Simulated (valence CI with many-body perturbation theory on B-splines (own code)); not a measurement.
# Cs XXIII: electric-dipole lines

Level of theory: valence CI with perturbative core correlation (CI+MBPT): five valence electrons over a frozen Dirac-Fock core [Ar] 3d10, a basis of 11 s, 11 p, 10 d, 8 f, 5 g, 2 h functions for each j, with the one-electron correlation potential Σ1, the two-electron term Σ2, the three-electron term Σ3, Breit, model QED; selected CI, second order for the rest, scaled by the run's own slope (own B-spline code, finite nucleus).

No measured spectrum was set against this ion. As an estimate, levels hold to about 250 cm⁻¹ or 0.2 % of their energy and the worst to 1 %, as in measured heavy ions of charge 2 to 7; those with d or f electrons hold less well. Among the levels kept, up to 2100 cm⁻¹ of a level comes from second order outside the variational space, and about a tenth of that is noise between levels of different J, which matters for small intervals.

Lines 101 to 150 of 551 in falling wavelength, among levels below 1865900 cm⁻¹, chosen from the strongest by gf and those to the six lowest levels. Wavelengths and rates use the calculated energies, so an error of 2000 cm⁻¹ moves a line at 157.5 Å by 0.31 % and its rate by three times that or more. Electric multipoles are in the length gauge, E1 and E2 with the static RPA response of the core. Weak lines are less certain than strong ones. Lines between different terms over intervals too small for the method are left out, as are lines whose strength nearly cancels. Where a level lies close to another of its J and parity, the split of strength between their lines is uncertain. The highest levels of a list are the least certain.

Levels are named by their leading jj configuration (3d3/2^4 stands for four electrons in 3d with j = 3/2), which in mixed levels can hold well under half, so a name can repeat and another be missing. Letters in brackets count levels of one name in rising energy.

```tsv
λ vac (Å)	Upper	Lower	A (s⁻¹)	S (a.u.)
157.5	(4s^2 4p1/2 4p3/2 4d3/2) J=1/2 [b]	(4s^2 4p3/2^3) J=3/2	1.58e+09	6.11e-03
157.1	(4s 4p1/2 4p3/2^2 4d3/2) J=5/2 [c]	(4s^2 4p1/2 4p3/2 4d3/2) J=7/2	2.28e+10	2.62e-01
156.6	(4s 4p1/2 4p3/2^2 4d3/2) J=7/2 [c]	(4s^2 4p1/2 4p3/2 4d3/2) J=7/2	1.31e+10	1.99e-01
156.2	(4s^2 4p1/2^2 4f5/2) J=5/2	(4s^2 4p1/2 4p3/2 4d5/2) J=5/2 [b]	1.21e+10	1.37e-01
155.8	(4s 4p1/2 4p3/2^2 4d5/2) J=5/2 [c]	(4s^2 4p1/2 4p3/2 4d5/2) J=7/2 [a]	7.99e+09	8.94e-02
155.3	(4s^2 4p1/2^2 4d5/2) J=5/2	(4s^2 4p1/2 4p3/2^2) J=3/2	1.83e+08	2.03e-03
155.3	(4s 4p1/2 4p3/2^2 4d3/2) J=3/2 [d]	(4s^2 4p1/2 4p3/2 4d3/2) J=5/2 [a]	4.30e+10	3.18e-01
155.1	(4s 4p1/2 4p3/2^3) J=1/2	(4s^2 4p1/2 4p3/2^2) J=3/2	3.74e+10	1.38e-01
154.6	(4s 4p1/2 4p3/2^2 4d5/2) J=7/2 [c]	(4s^2 4p1/2 4p3/2 4d5/2) J=7/2 [a]	1.08e+10	1.58e-01
154.2	(4s 4p1/2 4p3/2^2 4d5/2) J=7/2 [d]	(4s^2 4p1/2 4p3/2 4d5/2) J=9/2	1.59e+10	2.31e-01
154.0	(4s^2 4p1/2 4d3/2 4d5/2) J=3/2 [a]	(4s^2 4p1/2 4p3/2 4d5/2) J=1/2	1.41e+10	1.01e-01
153.5	(4s 4p3/2^3 4d3/2) J=1/2 [b]	(4s^2 4p3/2^2 4d3/2) J=3/2 [a]	3.03e+10	1.08e-01
153.1	(4s 4p1/2 4p3/2^2 4d5/2) J=7/2 [e]	(4s^2 4p1/2 4p3/2 4d5/2) J=9/2	6.00e+10	8.50e-01
152.4	(4p1/2^2 4p3/2^3) J=3/2	(4s 4p1/2^2 4p3/2^2) J=5/2	5.89e+09	4.11e-02
152.4	(4s 4p3/2^3 4d3/2) J=3/2 [b]	(4s^2 4p3/2^2 4d3/2) J=5/2	2.70e+10	1.89e-01
152.4	(4s 4p1/2 4p3/2^3) J=3/2 [b]	(4s^2 4p1/2 4p3/2^2) J=3/2	5.97e+08	4.17e-03
151.9	(4s 4p1/2 4p3/2^2 4d5/2) J=5/2 [g]	(4s^2 4p1/2 4p3/2 4d5/2) J=7/2 [b]	6.21e+10	6.45e-01
151.8	(4s^2 4p1/2 4d5/2^2) J=7/2	(4s^2 4p3/2^2 4d5/2) J=7/2	6.12e+09	8.45e-02
151.6	(4s^2 4p1/2 4p3/2 4d3/2) J=1/2 [a]	(4s^2 4p1/2 4p3/2^2) J=1/2	5.25e+09	1.80e-02
151.5	(4s 4p1/2 4p3/2^2 4d3/2) J=1/2 [c]	(4s^2 4p1/2 4p3/2 4d3/2) J=3/2 [a]	3.15e+10	1.08e-01
151.5	(4s 4p1/2 4p3/2^2 4d5/2) J=5/2 [d]	(4s^2 4p1/2 4p3/2 4d3/2) J=7/2	1.05e+10	1.08e-01
151.2	(4s^2 4p1/2 4p3/2 4f5/2) J=5/2 [c]	(4s^2 4p3/2^2 4d3/2) J=7/2	2.04e+10	2.09e-01
151.1	(4s 4p3/2^3 4d5/2) J=7/2 [b]	(4s^2 4p3/2^2 4d5/2) J=9/2	5.23e+10	7.12e-01
150.6	(4s^2 4p1/2 4p3/2 4d5/2) J=3/2 [b]	(4s^2 4p3/2^3) J=3/2	6.04e+08	4.08e-03
150.3	(4s^2 4p1/2 4d3/2 4d5/2) J=3/2 [a]	(4s^2 4p1/2 4p3/2 4d5/2) J=5/2 [b]	2.39e+10	1.60e-01
148.7	(4s^2 4p1/2 4p3/2 4d3/2) J=3/2 [a]	(4s^2 4p1/2 4p3/2^2) J=1/2	4.92e+09	3.19e-02
148.2	(4s 4p1/2^2 4p3/2 4d3/2) J=3/2 [c]	(4s^2 4p1/2^2 4d3/2) J=3/2	1.87e+10	1.20e-01
148.0	(4s^2 4p1/2 4p3/2 4d5/2) J=5/2 [b]	(4s^2 4p3/2^3) J=3/2	1.01e+09	9.73e-03
147.9	(4s^2 4p1/2 4d3/2 4d5/2) J=7/2	(4s^2 4p1/2 4p3/2 4d5/2) J=7/2 [b]	1.50e+10	1.91e-01
147.7	(4s 4p3/2^3 4d5/2) J=5/2 [a]	(4s^2 4p1/2 4p3/2 4d5/2) J=7/2 [b]	1.23e+10	1.17e-01
147.5	(4s^2 4p1/2 4p3/2 4f7/2) J=5/2 [a]	(4s^2 4p3/2^2 4d3/2) J=7/2	3.91e+10	3.72e-01
147.0	(4s^2 4p3/2^2 4f5/2) J=7/2	(4s^2 4p3/2^2 4d5/2) J=5/2 [b]	1.30e+10	1.63e-01
146.3	(4s^2 4p1/2 4p3/2 4d3/2) J=5/2 [a]	(4s^2 4p1/2 4p3/2^2) J=5/2	1.68e+09	1.56e-02
145.6	(4s 4p1/2^2 4p3/2 4d3/2) J=5/2 [a]	(4s 4p1/2^2 4p3/2^2) J=5/2	3.90e+09	3.57e-02
145.4	(4s 4p1/2 4p3/2^2 4d5/2) J=3/2 [d]	(4s^2 4p1/2 4p3/2 4d5/2) J=5/2 [a]	2.28e+10	1.39e-01
145.1	(4s 4p1/2^2 4p3/2 4d3/2) J=3/2 [a]	(4s 4p1/2^2 4p3/2^2) J=5/2	8.45e+09	5.10e-02
145.1	(4s 4p3/2^3 4d5/2) J=5/2 [b]	(4s^2 4p3/2^2 4d5/2) J=7/2	1.76e+10	1.59e-01
144.9	(4s^2 4p1/2 4d5/2^2) J=7/2	(4s^2 4p1/2 4p3/2 4d5/2) J=5/2 [b]	1.45e+10	1.75e-01
144.6	(4s^2 4p1/2 4p3/2 4d5/2) J=1/2	(4s^2 4p3/2^3) J=3/2	1.55e+10	4.61e-02
144.5	(4s 4p1/2^2 4p3/2 4d3/2) J=7/2 [a]	(4s 4p1/2^2 4p3/2^2) J=5/2	1.13e+09	1.35e-02
142.6	(4s 4p3/2^3 4d5/2) J=5/2 [c]	(4s^2 4p3/2^2 4d5/2) J=7/2	1.02e+10	8.74e-02
142.4	(4s^2 4p1/2 4p3/2 4d3/2) J=7/2	(4s^2 4p1/2 4p3/2^2) J=5/2	7.47e+08	8.52e-03
142.4	(4s^2 4p1/2^2 4f7/2) J=7/2	(4s^2 4p1/2 4p3/2 4d5/2) J=9/2	2.00e+10	2.28e-01
141.9	(4s^2 4p1/2 4d3/2^2) J=5/2	(4s^2 4p1/2 4p3/2 4d3/2) J=7/2	2.58e+10	2.18e-01
141.4	(4s^2 4p1/2 4p3/2 4d3/2) J=3/2 [a]	(4s^2 4p1/2 4p3/2^2) J=5/2	4.68e+10	2.61e-01
141.2	(4s^2 4p1/2 4p3/2 4f7/2) J=7/2	(4s^2 4p3/2^2 4d5/2) J=9/2	3.81e+10	4.23e-01
140.9	(4s^2 4p1/2 4p3/2 4d3/2) J=5/2 [a]	(4s^2 4p1/2 4p3/2^2) J=3/2	3.30e+08	2.74e-03
139.7	(4s 4p3/2^3 4d3/2) J=1/2 [a]	(4s^2 4p1/2 4p3/2 4d3/2) J=3/2 [a]	3.70e+10	9.97e-02
138.9	(4s^2 4p1/2 4p3/2 4f7/2) J=7/2	(4s^2 4p3/2^2 4d5/2) J=7/2	9.40e+09	9.95e-02
138.8	(4s^2 4p1/2 4p3/2 4d3/2) J=1/2 [a]	(4s^2 4p1/2 4p3/2^2) J=3/2	1.52e+10	4.02e-02
```
